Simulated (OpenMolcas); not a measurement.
## Sn3+: effect of the basis set

```json
{"Program": "OpenMolcas 26.06", "Method": "XMS-CASPT2, IPEA 0.25 Eh, imaginary shift 0.1 Eh (closed shells correlated: 4d)", "Active space": "1 electron in 4 orbitals (5s 5p)", "State averaging": "2S+1 = 2 even, 1 root; 2S+1 = 2 odd, 3 roots", "Spin-orbit coupling": "RASSI with atomic mean-field integrals over the reference wave functions, term energies averaged over their components"}
```

A. ANO-R1 [6s5p3d1f], X2C, finite nucleus; CASPT2 step roughly 0.8 core-seconds
B. ANO-RCC-VTZP [7s6p4d2f1g], DKH2, point nucleus; CASPT2 step roughly 0.9 core-seconds
C. ANO-RCC-VQZP [8s7p5d3f2g], DKH2, point nucleus; CASPT2 step of the order of 1.1 core-seconds

Energies in cm-1 above 5s 2S 1/2, the measured ground level; measured values from Moore, Atomic Energy Levels, vol. III, NSRDS-NBS 35 (1971 reprint of NBS Circular 467, 1958).

```
     Level      A      B      C  Measured
 5s 2S 1/2    0.0    0.0    0.0       0.0
5p 2P* 1/2  66720  70980  70590     69564
5p 2P* 3/2  73030  76320  75630     76072
```

Deviations, from unrounded energies. A percentage is the sum of absolute deviations over the sum of measured energies, with the sign that they share, or ± where signs differ.

```csv
Against measurement,Levels,A,B,C
mean absolute deviation (cm-1),2,2900,830,730
other configurations (%),2,-4.0,+1.1,±1.0
```

C lies closest to measurement on these levels and A furthest from it. The largest miss of C in the table is 5p 2P* 1/2, by +1000 cm-1. The ranking rests on the paired levels alone, and a cruder setting can come out closer through cancelling errors.

Among A to C the level of the table that moves most is 5p 2P* 1/2, by 4300 cm-1 (lowest in A, highest in B). Moves below CASPT2's spread within the term are not significant.

Term energies are means over components that CASPT2 splits; among the terms shown or strongly mixed into the levels shown the widest spread is 26 cm-1 (5p 2P*, B). With one active electron, CASPT2 adds the correlation within the correlated inactive shells and between them and that electron, and leaves the splitting within a term as the reference gives it. The basis is small and was not contracted for so high a charge (holds for A). Measured partners are found by configuration, term and J. A level has none where our copy of the source lacks it or the pairing is in doubt (some pairs that miss far off the trend of their configuration count as doubtful), and it then counts in no deviation. Only configurations of the active space appear.

* marks odd parity.
